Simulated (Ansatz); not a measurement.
Consider the silylene formation by 1,1-elimination: `[CH3][SnH2][CH2][SiH3]` → `[CH3][SnH2][CH3]` + `[SiH2]`.

Computed with Ansatz on PBE0-D4/def2-TZVP structures; ΔE is electronic, products minus reactants. CBS: MP2 limit from def2 TZ/QZ plus the TZ coupled-cluster correction, frozen cores. This one scheme is used for every species. Elements past krypton have def2 core potentials. For Sn outer-core shells are correlated without core-valence functions, which leaves a few kJ/mol of doubt a bond. Each species was taken in one conformer, which may not be the lowest.

```csv
species,HF/def2-QZVPP energy (Eh)
`[CH3][SnH2][CH2][SiH3]`,-583.88014
`[CH3][SnH2][CH3]`,-293.76224
`[SiH2]`,-290.03480
```

Problem. Work out ΔE.

Solution. ΔE = (-293.76224) + (-290.03480) − (-583.88014) = 0.08310 Eh = +52.1 kcal/mol. CCSD(T)/CBS gives +58.1 kcal/mol.

Largest T1 diagnostic among the species: 0.014.

The D4 term adds +3.9 kcal/mol with B3LYP and +2.2 kcal/mol with PBE0; it sums over pairs of atoms, weighted by their polarisabilities, and B3LYP, whose exchange is more repulsive, gets the larger term. In def2-TZVPP, CCSD(T) changes the Hartree–Fock value by +4.4 kcal/mol (the triples alone add +1.3 kcal/mol) and MP2 by +9.4 kcal/mol. From PBE to PBE0 (25 % exact exchange), in def2-TZVPP and without D4, ΔE moves by +2.4 kcal/mol.

B3LYP here is the variant with VWN-RPA as its local correlation; programs differ in this.
